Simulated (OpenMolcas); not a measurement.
Cr2+: effect of the active space

```json
{
  "Program": "OpenMolcas",
  "Method": "CASSCF or its RAS form",
  "Basis": "ANO-RCC-VQZP",
  "Scalar Hamiltonian": "DKH2, point nucleus",
  "Spin-orbit coupling": "RASSI with atomic mean-field integrals over the reference wave functions, term energies averaged over their components"
}
```

A. 4 electrons in 5 orbitals (3d); 2S+1 = 5 even, 5 roots; 2S+1 = 3 even, 45 roots; 2S+1 = 1 even, 50 roots; cost roughly 29 core-seconds
B. 4 electrons in 6 orbitals (3d 4s); 2S+1 = 5 even, 15 roots; 2S+1 = 3 even, 90 roots kept (CI in the orbitals of an earlier block); 2S+1 = 1 even, 84 roots kept (CI in the orbitals of an earlier block); cost about 70 core-seconds
C. 10 electrons in 8 orbitals (RAS1 3p, at most 2 holes; RAS2 3d); 2S+1 = 5 even, 5 roots; 2S+1 = 3 even, 45 roots; 2S+1 = 1 even, 44 roots; cost of the order of 90 core-seconds
D. 4 electrons in 10 orbitals (3d 4d); 2S+1 = 5 even, 5 roots; 2S+1 = 3 even, 45 roots; 2S+1 = 1 even, 44 roots; cost of the order of 100 core-seconds

Energies in cm-1 above 3d4 5D0, the measured ground level; measured values from Sugar and Corliss, J. Phys. Chem. Ref. Data 6, 317 (1977).

```csv
Level,A,B,C,D,Measured
3d4 5D0,0.0,0.0,0.0,0.0,0.0
3d4 5D1,65.9,70.4,69.4,67.5,62.2
3d4 5D2,196,209,206,200,183
3d4 5D3,386,411,404,395,357
3d4 5D4,631,673,659,647,576
3d4 3H4,20037,21106,21692,19099,17274
3d4 3H5,20172,21253,21843,19249,17397
3d4 3H6,20327,21420,22008,19420,17531
3d4 3P0(1),21714,22855,18753,20583,16771
3d4 3P1(1),22103,23278,19165,20979,17169
3d4 3P2(1),22820,24054,19911,21704,17851
3d4 3F2(1),23022,24267,21840,21940,18452
3d4 3F3(1),23075,24325,21923,22003,18511
3d4 3F4(1),23155,24412,22030,22096,18583
3d4 3G3,25255,26657,25715,24091,20704
3d4 3G4,25420,26837,25890,24272,20853
3d4 3G5,25570,26999,26068,24438,20996
3d4 1I6,30057,31750,32543,28791,26015
3d4 1G4(1),31647,33456,30523,30182,25139
3d4 3D3,32631,34505,31485,31339,25726
3d4 3D2,32687,34566,31535,31386,25781
3d4 3D1,32743,34627,31596,31437,25848
3d4 1F3,45473,48293,44376,43712,37005
3d4 3F4(2),53720,56924,51290,50985,
```

Deviations, from unrounded energies. A percentage is the sum of absolute deviations over the sum of measured energies, with the sign that they share, or ± where signs differ.

```tsv
Against measurement	Levels	A	B	C	D
mean absolute deviation (cm-1)	22	4100	5300	3700	3100
fine structure of the ground term (%)	4	+8.5	+15.8	+13.5	+11.2
other terms of the ground configuration (%)	18	+23.3	+30.2	+21.0	+17.8
```

D lies closest to measurement on these levels and B furthest from it. The largest miss of D in the table is 3d4 1F3, by +6700 cm-1. The ranking rests on the paired levels alone, and a cruder setting can come out closer through cancelling errors.

The spin-orbit steps hold different terms of 3d4 (B lacks a 1S; C lacks a 1D, a 1S; D lacks a 1D, a 1S), which shifts levels as well.

Among A to D the level of the table that moves most is 3d4 3F4(2), by 5900 cm-1 (lowest in D, highest in B).

Without dynamic correlation excited terms often stand tens of per cent too high (terms of higher spin than the ground term too low), and those without a measured partner can miss by more than the paired ones. Terms from blocks run as CI alone lack orbitals of their own (holds for B). Active for correlation alone: 3p; no level in the range computed is led by a configuration that opens it, so any true level of that kind is missing (holds for C). Active for correlation alone: 4d; no level in the range computed is led by a configuration that fills it, so any true level of that kind is missing (holds for D). Measured partners are found by configuration, term and J. A level has none where our copy of the source lacks it or the pairing is in doubt (some pairs that miss far off the trend of their configuration count as doubtful), and it then counts in no deviation. Only configurations of the active space appear. The table leaves out levels that lie high or whose names do not pair safely across all columns.

A number in round brackets counts repeated terms of one configuration in the order of the reference energies.
